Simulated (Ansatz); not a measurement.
Total energies of CH$_{6}$AlNO (`OC[NH][AlH2]`).

```
atom    x (Å)    y (Å)    z (Å)
  O1   0.4160   1.5499  -1.3518
  C2   0.1064   0.1992  -1.0944
  N3  -0.6035   0.0033   0.1349
 Al4  -0.0940  -0.9371   1.5516
  H5   0.9031   1.8838  -0.5924
  H6  -0.4857  -0.1143  -1.9601
  H7   1.0166  -0.4151  -1.0658
  H8  -1.5034   0.4646   0.1176
  H9  -1.0957  -1.0304   2.7722
 H10   1.3402  -1.6039   1.4882
```

The species carries charge 0 and has multiplicity 1. The structure was optimised at the PBE0-D4/def2-TZVP level. It is one conformer, not always the lowest. Basis def2-TZVPP, Ansatz 0.2.0.

RPA on PBE orbitals: Hartree–Fock energy of these orbitals -412.63782 Eh, correlation -1.16820 Eh (frozen core).

| functional | energy without D4 (Eh) | D4 term (kJ/mol) |
| --- | --- | --- |
| LDA (SPW92) | -411.77864 | – |
| PBE | -413.86938 | -15.5 |
| BLYP | -414.16253 | -34.6 |
| r2SCAN | -414.09096 | -3.8 |
| B97M-V | -414.12711 | – |
| PBE0 | -413.90261 | -13.0 |
| B3LYP | -414.24444 | -24.9 |
| r2SCANh | -414.07976 | -4.0 |
| r2SCAN0 | -414.06392 | -4.4 |
| BHLYP | -414.11997 | -18.1 |
| CAM-B3LYP | -414.15052 | -13.0 |
| LC-ωPBE | -414.03066 | – |
| ωB97X-V | -414.11906 | – |
| B2PLYP | -413.96675 | – |

Give the same for revPBE, HSE06 (plane-wave form), ωB97M-V, PBE-QIDH. (Estimate.)

Computed: 
| functional | energy without D4 (Eh) | D4 term (kJ/mol) |
| --- | --- | --- |
| revPBE | -414.10326 | -51.3 |
| HSE06 (plane-wave form) | -413.88768 | -12.0 |
| ωB97M-V | -414.12554 | – |
| PBE-QIDH | -413.79247 | – |

B3LYP takes the VWN-RPA correlation (the form of Gaussian; ORCA's B3LYP/G). HSE06 is the plane-wave form, built on full-range PBE exchange. The double hybrids freeze the cores in their second-order part.

LC-ωPBE has ω = 0.4 bohr⁻¹.
